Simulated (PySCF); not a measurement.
Ta(O)(F)(NH2)2 (FH4N2OTa), SMILES [NH2][Ta]([NH2])(=[O])[F], multiplicity 1.

Geometry: B3LYP-D3(BJ)/def2-SVP. The multiplicity is an assumed one; other spin states were not compared. The def2 effective core potentials stand for the cores of Ta; spin–orbit coupling is left out. The values are those of a single conformer.

These are PBE/def2-TZVP (PySCF) values and carry that method's errors.

Symmetry labels are those of the subgroup Cs that the program uses (full group Cs).

Computed valence orbital energies around the gap with their symmetry:
| orbital | symmetry | energy (eV) |
|---|---|---|
| HOMO−7 | A" | -10.10 |
| HOMO−6 | A' | -9.74 |
| HOMO−5 | A" | -9.49 |
| HOMO−4 | A' | -8.02 |
| HOMO−3 | A" | -7.76 |
| HOMO−2 | A' | -7.60 |
| HOMO−1 | A' | -7.08 |
| HOMO | A" | -6.41 |
| LUMO | A" | -1.42 |
| LUMO+1 | A' | -1.22 |
| LUMO+2 | A' | -0.90 |
| LUMO+3 | A' | -0.27 |
